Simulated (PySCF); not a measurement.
Rhodium: highly charged ions in a basis for the neutral atom

Rh¹⁰⁺ [Ar] 3d10 4s2 4p5, Rh¹¹⁺ [Ar] 3d10 4s2 4p4. All numbers are calculated (PySCF 2.14, scalar relativity through the core potential, in def2-SVP with the def2 core potential (28 electrons) (5s3p2d1f, 31 functions)). No spin-orbit coupling, so a gap to NIST mixes the basis error with missing relativistic terms.

Changed run: basis of the neutral atom used for a highly charged ion. This setting is unsound on purpose.

```tsv
species	method	sound run (hartree)	changed run (hartree)	converged
Rh¹⁰⁺	UHF	not run	-80.17965	yes
Rh¹⁰⁺	TPSS	not run	-80.49275	yes
Rh¹⁰⁺	PBE0	not run	-80.46666	yes
Rh¹¹⁺	UHF	not run	-71.69391	yes
Rh¹¹⁺	TPSS	not run	-71.97088	yes
Rh¹¹⁺	PBE0	not run	-71.93349	yes
```

Ionisation energy of Rh¹⁰⁺:

```json
{"method": "UHF", "changed run (eV)": "230.91", "NIST (eV)": "228 ± 2.4"}
{"method": "TPSS", "changed run (eV)": "231.89", "NIST (eV)": "228 ± 2.4"}
{"method": "PBE0", "changed run (eV)": "232.20", "NIST (eV)": "228 ± 2.4"}
```

The contracted functions were made for the neutral atom and can be too rigid for a highly charged ion.
